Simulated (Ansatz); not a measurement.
IZn (SMILES [Zn][I]), doublet, at a GFN2-xTB geometry (such geometries of metal compounds can be far from the true shape) (the spin is typed, not shown lowest) (core potentials on I); PBE/def2-TZVP (Ansatz, a program for electronic structure).

Input for Ansatz:
Ansatz 0.2 input:
```yaml
crystal:
  periodic: [false, false, false]
  atoms:
    - {symbol: Zn, position_ang: [-0.00000000, -0.00000000, -1.67739996]}
    - {symbol: I, position_ang: [0.00000000, 0.00000000, 0.94947168]}
basis:
  gaussian:
    orbitals: def2-TZVP
hamiltonian:
  xc: pbe
magnetization: {spin_polarized: true, initial_magnetization: 1}
```

What the program printed (banner, timings and long lists left out):

```
Functional definition: PBE
827 factors; their error is unknown
mean field evaluation 1: about -56511.5492 eV, gradient 3.1e1 eV
mean field evaluation 2: about -56489.7753 eV, gradient 8.6e1 eV
mean field evaluation 4: about -56513.5807 eV, gradient 7.2e0 eV
mean field evaluation 8: about -56513.9151 eV, gradient 1.3e-1 eV
mean field evaluation 16: about -56513.9017 eV, gradient 7.1e-5 eV
mean field -56513.90174099 eV, -2076.8475824830 hartree, gradient 7.0e-5 eV, S^2 0.752622; 3 other end points of the search recorded, 0 dependent functions left out
reference -56513.90177171 eV, -2076.8475836117 hartree; 28, 27 occupied and 70, 71 virtual orbitals, 827 factors
Total energy: -56513.90177171 eV, -2076.8475836117 hartree
```
